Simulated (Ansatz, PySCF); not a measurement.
silene (CH4Si), SMILES C=[SiH2]. Atoms are numbered in the order given.

```xyz
6

C      0.0000     0.0000    -1.1516
Si     0.0000     0.0000     0.5493
H      0.0000    -0.9153    -1.7291
H      0.0000     0.9153    -1.7291
H      0.0000     1.2405     1.3435
H      0.0000    -1.2405     1.3435
```
Charge 0, spin multiplicity 1.

The structure is a stationary point at B3LYP-D3(BJ)/def2-TZVP.

Two levels are set side by side: PBE-D3(BJ)/def2-TZVP (Ansatz, an electronic-structure program) and B3LYP-D3(BJ)/def2-TZVP (Ansatz). Each level has its own optimised geometry; the coordinates shown are those of the second. Frequencies come from the Hessian of PySCF at each geometry. Differences are taken from unrounded values.

```csv
quantity,B3LYP-D3(BJ),PBE-D3(BJ),PBE-D3(BJ) minus B3LYP-D3(BJ)
mean bond length (Å),1.362,1.374,0.011
bond C1–Si2 (Å),1.701,1.713,0.012
bond C1–H3 (Å),1.082,1.091,0.008
bond C1–H4 (Å),1.082,1.091,0.008
bond Si2–H5 (Å),1.473,1.487,0.014
bond Si2–H6 (Å),1.473,1.487,0.014
highest harmonic wavenumber (cm⁻¹),3235,3178,-58
mean harmonic wavenumber (cm⁻¹),1465,1419,-46
zero-point energy (kcal/mol),25.13,24.35,-0.78
```

GGA bonds tend to be longer and softer than those of functionals with exact exchange. Differences between two approximate levels are no errors against the true value.
